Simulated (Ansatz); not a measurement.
Reactions of CH₆BFOSi (`CB(F)O[SiH3]`).

Computed with Ansatz on PBE0-D4/def2-TZVP structures; ΔE is electronic, products minus reactants. CCSD(T)/CBS is the MP2 limit (def2-TZVPP, def2-QZVPP) plus CCSD(T) − MP2 in def2-TZVPP, frozen cores. This one scheme is used for every species. Functionals use def2-TZVPP. Elements past krypton have def2 core potentials. For Ga, I outer-core shells are correlated without core-valence functions, which leaves a few kJ/mol of doubt a bond. Scalar relativity is left out up to krypton. Each species was taken in one conformer, which may not be the lowest.

```
                                                                reaction  CCSD(T)/CBS(def2) (kJ/mol)
                                 `CB(F)O[SiH3]` + H₂ → `FBO[SiH3]` + CH₄                           ?
                                         `CB(F)O[SiH3]` → `OC([SiH3])BF`                         351
                         `CB(F)O[SiH3]` + `OBF` → `FBO[SiH3]` + `CB(O)F`                           0
                          `CB(F)O[SiH3]` + CH₃OH → `COB(C)F` + `O[SiH3]`                           ?
                             `CB(F)O[SiH3]` + CH₄ → `CB(C)O[SiH3]` + H–F                         154
                 `CB(F)O[SiH3]` + `O[SiH3]` → `CB(O[SiH3])O[SiH3]` + H–F                          21
`CB(F)O[SiH3]` + `F[CH2][GaH][SH]` → `FB(S)O[SiH3]` + `[CH3][GaH][CH2]F`                           ?
                                 `CB(F)O[SiH3]` + H₂ → `CBF` + `O[SiH3]`                         129
                              `CB(F)O[SiH3]` + HI → `[SiH3]I` + `CB(O)F`                          -1
             `CB(F)O[SiH3]` + `NC(F)(F)S` → `CB(N)O[SiH3]` + `FC(F)(F)S`                          50
```

**Question.** Fill in the missing values. (An estimate is asked.)

**Answer.** Ansatz gave: `CB(F)O[SiH3]` + H₂ → `FBO[SiH3]` + CH₄: -15.8 kJ/mol; `CB(F)O[SiH3]` + CH₃OH → `COB(C)F` + `O[SiH3]`: +3.3 kJ/mol; `CB(F)O[SiH3]` + `F[CH2][GaH][SH]` → `FB(S)O[SiH3]` + `[CH3][GaH][CH2]F`: +65.3 kJ/mol.

Largest T1 diagnostic: 0.013, for `OC([SiH3])BF`.
